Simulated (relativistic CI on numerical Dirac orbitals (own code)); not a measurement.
## Fe2+ in a cubic cluster: 2p photoemission with charge transfer

Computed with a charge-transfer multiplet model of a cubic metal-ligand cluster with up to 2 ligand holes, Slater and spin-orbit integrals from Dirac-Coulomb-Breit ions, Slater integrals scaled by 0.8. The ground state mixes d6 with configurations of k ligand holes L, whose averages lie at kΔ + k(k − 1)U_dd/2; a core hole lowers each added d electron by U_cd. 300 K, Lorentzian 0.6 eV and Gaussian 0.8 eV FWHM.

Atomic integrals in eV (Slater integrals scaled, ζ unscaled), ground: F2dd 8.723, F4dd 5.416, zeta_d 0.049; with the core hole: F2dd 10.208, F4dd 6.385, zeta_d 0.075, zeta_core 8.130, F2cd 5.984, G1cd 4.514, G3cd 2.566.

Cluster parameters (eV): Δ = 4.9, U_cd = 7.9, 10Dq = 1.15, 10Dq(ligand) = 0.5, V(eg) = 1.8, V(t2g) = -0.76, final-state hopping factor = 1.

```csv
Case,n_d,d6,d7L,d8L2,S
U_dd = 6.2 eV,6.13,0.87,0.12,0.00,2.00
U_dd = 6.9 eV,6.13,0.87,0.12,0.00,2.00
U_dd = 9 eV,6.13,0.88,0.12,0.00,2.00
```

Weights, n_d and S are thermal averages at 300 K. Binding energies count from the first peak over 30 % of the highest in each spectrum, which can be another peak from case to case. The parameters are a model scan and need not match a compound or its usual spin state. Peaks in eV (height, largest 100):
- U_dd = 6.2 eV: 0.0 (100), 1.3 (86), 4.1 (46), 5.7 (70), 14.1 (62), 19.2 (35)
- U_dd = 6.9 eV: 0.0 (100), 1.3 (86), 3.9 (45), 5.7 (67), 14.1 (62), 19.2 (33)
- U_dd = 9 eV: 0.0 (100), 1.4 (86), 3.8 (43), 5.9 (60), 10.4 (17), 14.1 (62), 19.4 (28)

For the case U_dd = 6.9 eV, Δ = 4.9 eV is smaller than U_dd = 6.9 eV, the charge-transfer side of the Zaanen-Sawatzky-Allen scheme. With the core hole the average of the configuration with one ligand hole lies at Δ − U_cd = -3.0 eV before mixing: the effective hopping of about 2.7 eV (from the holes of the mixed ground state) is comparable with this gap or larger, so the configurations mix strongly.
